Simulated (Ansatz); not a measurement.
Coupled-cluster run, `C[N](C)[Hf]([Cl])([N](C)C)[N](C)C`.

```yaml
crystal:
  periodic: [false, false, false]
  atoms:
    - {symbol: C, position_ang: [-1.706328, -2.478250, 0.313154]}
    - {symbol: N, position_ang: [-1.476877, -1.065193, 0.528041]}
    - {symbol: C, position_ang: [-2.234006, -0.554224, 1.643470]}
    - {symbol: Hf, position_ang: [-0.240296, -0.116482, -0.776813]}
    - {symbol: Cl, position_ang: [-0.942791, -0.456057, -3.049496]}
    - {symbol: N, position_ang: [-0.234699, 1.857631, -0.292150]}
    - {symbol: C, position_ang: [-1.457358, 2.597996, -0.521288]}
    - {symbol: C, position_ang: [0.823223, 2.696671, 0.213132]}
    - {symbol: N, position_ang: [1.638684, -0.828621, -0.470368]}
    - {symbol: C, position_ang: [2.133481, -1.798224, 0.474771]}
    - {symbol: C, position_ang: [2.678079, -0.349536, -1.356780]}
    - {symbol: H, position_ang: [-1.403101, -3.076372, 1.184764]}
    - {symbol: H, position_ang: [-1.134023, -2.845755, -0.548247]}
    - {symbol: H, position_ang: [-2.764597, -2.694268, 0.110111]}
    - {symbol: H, position_ang: [-2.044990, 0.512670, 1.779382]}
    - {symbol: H, position_ang: [-3.315464, -0.693154, 1.497994]}
    - {symbol: H, position_ang: [-1.964598, -1.064080, 2.580049]}
    - {symbol: H, position_ang: [-2.245960, 1.946546, -0.919165]}
    - {symbol: H, position_ang: [-1.841761, 3.045014, 0.407050]}
    - {symbol: H, position_ang: [-1.314048, 3.408629, -1.249414]}
    - {symbol: H, position_ang: [0.547678, 3.157292, 1.173128]}
    - {symbol: H, position_ang: [1.060360, 3.514728, -0.482971]}
    - {symbol: H, position_ang: [1.732660, 2.113680, 0.372892]}
    - {symbol: H, position_ang: [2.921584, -1.372336, 1.112817]}
    - {symbol: H, position_ang: [2.563866, -2.675123, -0.030821]}
    - {symbol: H, position_ang: [1.328664, -2.144324, 1.126573]}
    - {symbol: H, position_ang: [3.485412, 0.151297, -0.802996]}
    - {symbol: H, position_ang: [2.279987, 0.375938, -2.077738]}
    - {symbol: H, position_ang: [3.127231, -1.166103, -1.939081]}
basis:
  gaussian: {orbitals: def2-SVP}
correlation: {method: ccsd_t}
```

```sh
$ ansatz run in.yaml --threads 11 --pin off --events-out ev --progress --plain --max-ram 174080MiB --backend cuda --devices 0, --max-vram 75GiB
```

Log, shortened:

```
Functional definition: HF
2717 factors; integrals over basis functions are off by at most 1.4e-3 eV
mean field evaluation 1: about -24692.9486 eV, gradient 5.3e1 eV
mean field evaluation 2: about -24692.9674 eV, gradient 5.3e1 eV
mean field evaluation 4: about -24700.4383 eV, gradient 7.0e0 eV
mean field evaluation 8: about -24700.5810 eV, gradient 2.9e-4 eV
mean field -24700.58103430 eV, -907.7296103555 hartree, gradient 3.2e-6 eV, S^2 0.000000; 0 other end points of the search recorded, 0 dependent functions left out
14 core orbitals not correlated: weight in the atoms' cores, before any rotation towards them, 1.000 or more for the frozen orbitals, at most 0.000 for the correlated occupied ones
reference -24700.58103430 eV, -907.7296103555 hartree; 38, 38 occupied and 214, 214 virtual orbitals, 2717 factors
second order -47.63583910 eV of doubles, -0.00000000 eV of singles
cycle   1  -49.05348014 eV  change    -1.4e0 eV  update   1.8e-1
cycle   2  -50.27342637 eV  change    -1.2e0 eV  update   6.1e-2
cycle   3  -50.68817885 eV  change   -4.1e-1 eV  update   3.6e-2
cycle   4  -50.69189513 eV  change   -3.7e-3 eV  update   1.0e-2
cycle   5  -50.68467680 eV  change    7.2e-3 eV  update   5.0e-3
cycle   6  -50.68564568 eV  change   -9.7e-4 eV  update   1.7e-3
cycle   7  -50.68469867 eV  change    9.5e-4 eV  update   6.8e-4
cycle   8  -50.68465413 eV  change    4.5e-5 eV  update   1.8e-4
cycle   9  -50.68475317 eV  change   -9.9e-5 eV  update   7.8e-5
cycle  10  -50.68471636 eV  change    3.7e-5 eV  update   2.5e-5
perturbative correction -1.64862730 eV, -0.0605859358 hartree
Total energy: -24752.91437796 eV, -909.6528252622 hartree
```

It took 7.5 s on 11 threads of an AMD EPYC 7R13 on a shared host and a whole NVIDIA H100 80 GB, with 1.9 GiB of host memory at the peak.

Correlation energy per correlated electron: -0.689 eV. T1 diagnostic: 0.0143.
